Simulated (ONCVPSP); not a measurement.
Pr (Z = 59): ONCV pseudisation with LDA (Perdew-Zunger), scalar-relativistic reference atom.

ONCVPSP 4.0.1 input, shortened (lines: element, Z, core and valence counts, functional; n l f; lmax; l rc ep ncon nbas qcut; lloc lpopt rc5 dvloc0; l nproj debl; icmod fcfact rcfact), LDA (Perdew-Zunger), scalar-relativistic:

```
  Pr 59.00   10    5        3      upf
    1    0    2.00
    2    0    2.00
    2    1    6.00
    3    0    2.00
    3    1    6.00
    3    2   10.00
    4    0    2.00
    4    1    6.00
    4    2   10.00
    4    3    2.00
    5    0    2.00
    5    1    6.00
    5    2    1.00
    6    0    1.75
    6    1    0.25
    2
    0    2.35    0.00    4    8    6.50
    1    2.20    0.00    4    8    7.10
    2    2.45    0.00    4    7    4.00
    4    5    1.70    0.00
    0    2    2.30
    1    2    2.40
    2    1    1.90
    3    3.50    1.40
```

Poles of the logarithmic derivatives, all-electron (AE) and pseudo (PS). s: poles at -1.3, 3.3 (AE) and -1.3, 3.1, 3.8 (PS) Ha. p: poles at -0.3 (AE) and -0.3, 4.9 (PS) Ha. d: poles at 0.7 (AE) and 0.7, 3.8 (PS) Ha. Test radii: s 2.39, p 2.24, d 2.49 bohr.

- Cutoffs needed: 14 Ha and 17 Ha (the cutoffs (Ha) at which the residual kinetic energy of the hardest occupied pseudo-wave falls to 1 and 0.1 mHa per electron)
- Ghost test: no bound ghost flagged; GHOST(+) flagged for s at 98.0 eV
- Configuration tests: 1 of 4 tests not solved or not reliable
- rms error of d²Exc/dni dnj: 3.52 mHa without and 0.65 mHa with the model core
